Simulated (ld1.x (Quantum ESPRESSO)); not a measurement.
# Cutoff test, Cr, ultrasoft

```json
{
  "Element": "Cr (Z = 24)",
  "Generator": "ld1.x (Quantum ESPRESSO) 7.5",
  "Type": "ultrasoft",
  "Functional": "LDA (PZ)",
  "Relativity": "scalar-relativistic",
  "Frozen core": "[Ne]",
  "Valence charge": "14",
  "Reference configuration": "3s2 3p6 3d5 4s0.5 4p0 (charge +0.5)",
  "Partial waves": "3s (bound): rcut 1.20, rcutus 1.35 bohr; 4s (bound): rcut 1.20, rcutus 1.35 bohr; 3p (bound): rcut 1.35, rcutus 1.50 bohr; 4p (bound, empty): rcut 1.35, rcutus 1.50 bohr; 3d (bound): rcut 1.65, rcutus 2.25 bohr; 3d channel at 0.1 Ry: rcut 1.65, rcutus 2.25 bohr; 4f channel at -0.15 Ry: rcut 1.80, rcutus 2.00 bohr; 4f channel at 0.95 Ry: rcut 1.80, rcutus 2.00 bohr",
  "Local potential": "all-electron potential smoothed inside 2.20 bohr (lloc = -2)",
  "Core correction": "Bessel-smoothed model core inside 0.90 bohr",
  "Augmentation charge": "PSQ, radius 1.20 bohr"
}
```

The pseudo-atom Hamiltonian at the reference potential is diagonalised in spherical Bessel functions j_l(qr) that vanish at 20 bohr, with q² up to the cutoff. All-electron valence levels (Ry): 3s -5.6528, 4s -0.5229, 3p -3.5806, 4p -0.2572, 3d -0.4761.

Problem. How do the lowest levels (Ry) of each channel move with the cutoff, and are there ghosts?

Solution.

```
cutoff (Ry)     s #1     s #2     p #1     p #2     d #1     d #2    f #1  Σ f·Δε (mRy)
          8  -5.0941  -0.4377  -2.5733  -0.1888  -0.3836  -0.0305  0.0323        7667.3
         12  -5.4371  -0.4723  -3.1544  -0.2124  -0.4577  -0.0340  0.0323        3106.4
         15  -5.5286  -0.4845  -3.3805  -0.2228  -0.4695  -0.0348  0.0323        1501.5
         21  -5.6313  -0.5060  -3.5176  -0.2317  -0.4758  -0.0360  0.0323         431.4
         25  -5.6442  -0.5116  -3.5581  -0.2370  -0.4759  -0.0363  0.0323         159.5
         35  -5.6524  -0.5206  -3.5792  -0.2477  -0.4761  -0.0364  0.0323          10.9
         45  -5.6524  -0.5227  -3.5799  -0.2550  -0.4761  -0.0364  0.0323           5.5
         50  -5.6526  -0.5230  -3.5800  -0.2564  -0.4761  -0.0364  0.0323           4.2
         60  -5.6528  -0.5231  -3.5804  -0.2572  -0.4761  -0.0364  0.0323           1.5
         70  -5.6528  -0.5231  -3.5806  -0.2572  -0.4761  -0.0364  0.0323           0.6
         90  -5.6528  -0.5231  -3.5806  -0.2573  -0.4761  -0.0364  0.0323           0.4
        400  -5.6528  -0.5231  -3.5806  -0.2573  -0.4762  -0.0364  0.0323           0.0
```

Result: no extra level below or beside the all-electron valence levels (s, p, d, f tested); 10 mRy is reached at 40 Ry and 1 mRy at 70 Ry.
